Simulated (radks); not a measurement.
Q: Method: Dirac Kohn-Sham, LDA (Slater exchange, Perdew-Wang correlation), spin-unpolarised, spherical densities, finite nucleus; open shells fill j = l - 1/2 first; Fermi nuclear charge, rms radius of each element as measured or else 0.836 A^(1/3) + 0.57 fm; computed with a radial shooting solver on a logarithmic mesh with Libxc functionals. Each species is in its NIST ground configuration. Rank Zn2+, V2+, Mn2+, Sc2+, Ca2+, Kr2+, Se2+, Ga2+, Cr2+, Cu2+, Ge2+, Br2+, Co2+, Fe2+, Ti2+, K2+, As2+, Ni2+ by mean radius of the outermost orbital (bohr), largest first.

A: As2+ 2.11, Ga2+ 2.06, Se2+ 1.96, Ge2+ 1.93, Br2+ 1.86, Kr2+ 1.75, Sc2+ 1.56, Ti2+ 1.43, K2+ 1.36, V2+ 1.32, Ca2+ 1.26, Cr2+ 1.22, Mn2+ 1.15, Fe2+ 1.08, Co2+ 1.02, Ni2+ 0.971, Cu2+ 0.925, Zn2+ 0.883.
